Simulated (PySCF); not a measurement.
**Electric field gradients and quadrupole coupling constants**

Compound: C6H8ClF3O.
Z-matrix (Å and degrees, GFN2-xTB geometry), rows numbered from 1:
```
C 
C   1  1.5229
C   2  1.5412  1  112.50
C   3  1.5350  2  110.09  1  -176.76
C   4  1.5169  3  111.48  2   167.49
F   5  1.3404  4  111.72  3   179.63
F   5  1.3432  4  111.97  3   -61.07
F   5  1.3386  4  113.12  3    59.10
C   3  1.5108  2  108.07  1    64.30
O   9  1.1850  3  126.29  2    73.46
Cl  9  1.7570  3  113.09  2  -104.84
H   1  1.0872  2  110.71  3    56.20
H   1  1.0870  2  109.86  3   175.87
H   1  1.0865  2  111.04  3   -64.38
H   2  1.0914  1  109.35  3  -120.03
H   2  1.0913  1  109.86  3   121.31
H   3  1.0927  2  109.31  1   -55.64
H   4  1.0913  3  110.49  2    48.37
H   4  1.0919  3  110.24  2   -72.50
```

Field gradients from the PBE0/pcSseg-1 density (PySCF, non-relativistic), principal values in atomic units, ordered |Vxx| ≤ |Vyy| ≤ |Vzz|:

```tsv
atom	Vxx	Vyy	Vzz
O10	0.4223	1.1665	-1.5888
Cl11	-1.0659	-2.1653	3.2312
```

Find the asymmetry η = (Vxx − Vyy)/Vzz and the couplings χ = eQV/h (234.96 MHz × Q in barn × V in au), with Q(17O) = −0.0256 b, Q(35Cl) = −0.0817 b.

```json
{"atom": "O10", "environment": "carbonyl oxygen", "nucleus": "17O", "η": "0.47", "χzz (MHz)": "9.56", "χxx (MHz)": "-2.54", "χyy (MHz)": "-7.02"}
{"atom": "Cl11", "environment": "chlorine bonded to C", "nucleus": "35Cl", "η": "0.34", "χzz (MHz)": "-62.03", "χxx (MHz)": "20.46", "χyy (MHz)": "41.57"}
```

The tensor is traceless: Vxx + Vyy + Vzz = 0.

What is Vzz at O10 in SI units (1 au = 9.71736 × 10²¹ V/m²)?

-1.5888 au = -15.439 × 10²¹ V/m².

What couplings would deuterons (Q(2H) = 0.00286 b) have in place of the hydrogens, at this geometry?

| atom | bonded to | bond length (Å) | Vzz (au) | η | χzz (kHz) |
| --- | --- | --- | --- | --- | --- |
| H12 | C1 | 1.087 | 0.3137 | 0.03 | 211 |
| H13 | C1 | 1.087 | 0.3158 | 0.02 | 212 |
| H14 | C1 | 1.086 | 0.3123 | 0.04 | 210 |
| H15 | C2 | 1.091 | 0.3028 | 0.04 | 203 |
| H16 | C2 | 1.091 | 0.2995 | 0.03 | 201 |
| H17 | C3 | 1.093 | 0.2882 | 0.02 | 194 |
| H18 | C4 | 1.091 | 0.2986 | 0.05 | 201 |
| H19 | C4 | 1.092 | 0.2930 | 0.04 | 197 |

Isolated species at its GFN2-xTB geometry (one conformer only). GFN2-xTB bond lengths can be off by several hundredths of an ångström, more for odd bonds, and the gradients follow them. The small basis limits the accuracy of the gradients.
